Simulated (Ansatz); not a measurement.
`BC#CC`, relaxed with RKS PBE0-D4/def2-TZVP in Ansatz 0.2.0 from a PBE-D4/def2-SVP geometry. The force threshold is 0.005 eV/Å; the program also tests the step.

Total charge 0; spin multiplicity 1.

Start:

```xyz
9

B     0.448   -1.547    1.684
C     0.161   -0.559    0.591
C    -0.075    0.259   -0.307
C    -0.353    1.228   -1.350
H    -0.463   -2.033    2.330
H     1.595   -1.870    1.935
H    -0.534    2.227   -0.898
H    -1.268    0.963   -1.921
H     0.490    1.333   -2.064
```

**Question.** How much energy does the relaxation release, and in how many steps? (An estimate is asked.)

**Answer.** Ansatz gave: 1.31 kcal/mol, in 4 steps.

**Question.** Which bonds change most? (An estimate is asked.)

**Answer.** Computed: C2–C3 from 1.238 to 1.214 Å; B1–H6 from 1.218 to 1.195 Å; B1–H5 from 1.218 to 1.195 Å; C4–H9 from 1.110 to 1.092 Å.

**Question.** Give the relaxed structure. (Estimate.)

**Answer.** Ansatz gave: 
```xyz
9

B     0.444   -1.533    1.667
C     0.158   -0.547    0.582
C    -0.073    0.256   -0.298
C    -0.351    1.219   -1.338
H    -0.453   -2.009    2.297
H     1.571   -1.848    1.911
H    -0.527    2.202   -0.890
H    -1.251    0.947   -1.895
H     0.483    1.312   -2.037
```
